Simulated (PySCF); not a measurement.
From one molecule to another.

First species: C4H12Si2.
Cartesian coordinates in Å at the PBE0-D3(BJ)/def2-SVP level; atoms count from 1:
```xyz
18
C4H12Si2 angstrom
Si     3.0015    0.2514   -0.0040
Si     0.9854    0.0683    1.1828
C     -0.3635   -0.6506    0.0779
C     -0.8110    0.2568   -1.1018
C     -2.2323    0.3293   -0.5056
C     -1.8104   -0.6089    0.6445
H      3.4558   -1.1025   -0.4541
H      4.0849    0.8612    0.8278
H      2.8039    1.1025   -1.2199
H      0.5620    1.4350    1.6348
H      1.1907   -0.7737    2.4055
H     -0.0536   -1.6580   -0.2433
H     -0.7489   -0.2276   -2.0874
H     -0.2922    1.2260   -1.1786
H     -3.0261   -0.0660   -1.1561
H     -2.5351    1.3354   -0.1811
H     -1.9137   -0.1796    1.6536
H     -2.3148   -1.5864    0.6483
```

Second species: AlClH₂.
Cartesian coordinates in Å at the PBE0-D3(BJ)/def2-SVP level; atoms count from 1:
```xyz
4
AlClH2 angstrom
Al    -0.5187   -0.0240    0.0347
Cl     1.5833   -0.1600    0.0298
H     -1.1583    1.4197    0.0434
H     -1.3407   -1.3722    0.0312
```

Levels: CAM-B3LYP/def2-SVPD for dipole moment, HOMO energy, LUMO energy, HOMO–LUMO gap, static isotropic polarisability and electronic spatial extent ⟨r²⟩ about the centre of nuclear charge; TDDFT CAM-B3LYP/def2-SVPD for lowest singlet excitation; TDA CAM-B3LYP/def2-SVPD for lowest triplet excitation (Tamm–Dancoff); ΔSCF CAM-B3LYP/def2-SVPD for vertical ionisation energy; PBE0-D3(BJ)/def2-SVP for rotational constant A and rotational constant C. Geometries: PBE0-D3(BJ)/def2-SVP. All species are isolated and taken at one optimised geometry, non-relativistic unless stated. Electronic properties by PySCF.

Dipoles, sizes and rotational constants follow the conformer. The torsions of the flexible species, by atom-mapped SMILES:
- `[SiH3:1][SiH2:2][CH:3]1[CH2:4][CH2:5][CH2:6]1`: Si1–Si2–C3–C4 -67°

```tsv
property	column X	column Y
dipole moment	1.07 D	1.42 D
HOMO energy	-8.96 eV	-9.99 eV
LUMO energy	1.14 eV	-0.76 eV
HOMO–LUMO gap	10.10 eV	9.23 eV
lowest singlet excitation	7.06 eV	5.52 eV
lowest triplet excitation (Tamm–Dancoff)	6.29 eV	5.10 eV
static isotropic polarisability	104.4 au	42.0 au
vertical ionisation energy	9.58 eV	11.15 eV
electronic spatial extent ⟨r²⟩ about the centre of nuclear charge	1265 bohr²	217 bohr²
rotational constant A	5.005 GHz	128.109 GHz
rotational constant C	0.983 GHz	6.420 GHz
```

**Question.** Which column belongs to which species?

**Answer.** Column X is the first species and column Y the second. The first has 18 atoms and 64 electrons, the second 4 and 32.

**Question.** How does each property change from the first species to the second?

**Answer.** dipole moment +0.35 D; HOMO energy -1.03 eV; LUMO energy -1.90 eV; HOMO–LUMO gap -0.87 eV; lowest singlet excitation -1.54 eV; lowest triplet excitation (Tamm–Dancoff) -1.19 eV; static isotropic polarisability -62.4 au; vertical ionisation energy +1.57 eV; electronic spatial extent ⟨r²⟩ about the centre of nuclear charge -1048 bohr²; rotational constant A +123.104 GHz; rotational constant C +5.437 GHz.

On the first: S1 lies 3.04 eV below the HOMO–LUMO gap; its leading configuration is HOMO→LUMO, weight 0.69. The 10 singlets span 7.06 to 8.21 eV, and their oscillator strengths add up to 0.74.

On the second: In wavenumbers S1 is 44500 cm⁻¹ (1 eV = 8065.54 cm⁻¹). Point group C2v permits a dipole; with 1.42 D the species has a pure rotational spectrum.
